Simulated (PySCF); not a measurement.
**Radial density of Mn³⁺ (manganese, charge +3)**

UHF, [Ar] 3d4, high-spin 5D determinant. All numbers are calculated (PySCF 2.14, scalar relativity by spin-free X2C-1e, in x2c-TZVPPall with one added diffuse shell each of s, p, d, f type (7s6p5d3f1g, 80 functions)).

```
r (bohr)  4πr²ρ (e/bohr)  4πr²(ρα − ρβ)
 0.00106          0.2002         0.0000
 0.00179          0.5090         0.0000
 0.00301           1.279         0.0000
 0.00506           3.101         0.0000
 0.00851           7.039         0.0000
  0.0143           14.30         0.0001
  0.0241           24.15         0.0003
  0.0405           30.10         0.0013
  0.0681           25.69         0.0064
   0.115           24.61         0.0395
   0.193           33.27         0.2504
   0.324           19.32         1.2325
   0.545           12.38         3.2695
   0.917           12.71         3.5277
    1.54           2.731         1.2549
    2.60          0.1154         0.0929
    4.37       0.0006054         0.0006
```

Densities and radii are taken from the X2C orbitals without a picture-change correction, which distorts them close to the nucleus.
